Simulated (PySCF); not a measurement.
C4H10OSi, SMILES CCC([SiH2]C)=O. Atoms are numbered in the order given.

```xyz
16

C      0.1320    -2.9324     0.0000
C     -0.6840    -1.6551     0.0000
C      0.1485    -0.3933     0.0000
O      1.3607    -0.4259     0.0000
Si    -0.7204     1.3457     0.0000
C      0.6259     2.6417     0.0000
H      0.7846    -2.9805     0.8836
H     -0.5181    -3.8191     0.0000
H      0.7846    -2.9805    -0.8836
H     -1.3597    -1.5967     0.8739
H     -1.3597    -1.5967    -0.8739
H     -1.6040     1.4408     1.2066
H     -1.6040     1.4408    -1.2066
H      1.2637     2.5161    -0.8876
H      0.2146     3.6619     0.0000
H      1.2637     2.5161     0.8876
```

Coordinates come from a PBE0-D3(BJ)/def2-SVP optimisation. A frequency run showed that this geometry is not a minimum. The structure was generated by enumeration, and PubChem lists no compound with its InChIKey, so it may never have been made. The values are those of a single conformer.

Two levels are set side by side: PBE/pcSseg-1 (PySCF) and B3LYP/pcSseg-1 (PySCF). GIAO shifts against H2O (¹⁷O), TMS (²⁹Si), TMS (¹H), TMS (¹³C) at the same level; non-relativistic, no solvent, atoms listed together averaged. Differences are taken from unrounded values.

```
quantity                   PBE
-----------------------  -----
δ(¹³C) of C1 (ppm)         9.3
δ(¹³C) of C2 (ppm)        51.6
δ(¹³C) of C3 (ppm)       243.4
δ(¹⁷O) of O4 (ppm)       802.0
δ(²⁹Si) of Si5 (ppm)     -63.7
δ(¹³C) of C6 (ppm)        -8.9
δ(¹H) of H10, H11 (ppm)   3.03
δ(¹H) of H12, H13 (ppm)   4.73
```

These are the PBE values. What does B3LYP give? (Estimate from the structure and the level; the computed values follow.)


```csv
quantity,B3LYP,PBE minus B3LYP
δ(¹³C) of C1 (ppm),9.8,-0.5
δ(¹³C) of C2 (ppm),49.9,1.7
δ(¹³C) of C3 (ppm),247.2,-3.7
δ(¹⁷O) of O4 (ppm),818.2,-16.2
δ(²⁹Si) of Si5 (ppm),-59.3,-4.4
δ(¹³C) of C6 (ppm),-8.1,-0.8
"δ(¹H) of H10, H11 (ppm)",2.90,0.12
"δ(¹H) of H12, H13 (ppm)",4.51,0.22
```

Rough cost on one machine, each run with all the roots and properties that it gave: B3LYP against PBE within a factor of 2.
